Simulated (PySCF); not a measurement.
## Ionising CaTe

r²SCAN; PySCF, scalar-relativistic core potentials, basis sets Ca def2-SVP, Te def2-SVP with ECP28. Neutral (UKS): singlet (closed shell), Re = 2.652 Å, ωe = 312 cm⁻¹, De = 3.04 eV, HOMO -3.93 eV, LUMO -2.71 eV.

CaTe⁺ (UKS): doublet (π ↑), Re = 2.806 Å, ωe = 264 cm⁻¹, De = 2.48 eV to Ca⁺ + Te. The energies at the minima are -945.61316 hartree for CaTe and -945.37759 for CaTe⁺.

Question: Work out the adiabatic ionisation energy, without and with harmonic zero-point energies (1 hartree = 27.2114 eV, 1 eV = 8065.5 cm⁻¹), and the change of the bond length.

Answer: At r²SCAN: 0.23557 hartree = 6.410 eV between the minima; the zero-point term (264.0 − 312.0)/2 cm⁻¹ = -0.003 eV makes it 6.407 eV. Re changes by +15.4 pm against the neutral. Minus the HOMO energy is 3.93 eV, -2.48 eV from the value between the minima; self-interaction puts the Kohn–Sham level too high, less so with exact exchange. The electron leaves a π orbital; in so polar a molecule the change of length follows mostly from the change of the ionic charges.

Spin–orbit coupling is left out, which matters for elements this heavy, above all for dissociation energies. For an ion De counts to the pair picked by the measured ionisation energies or electron affinities, which need not be the lowest pair at this level. States were picked by a PBE0 search and need not be the measured ground states.
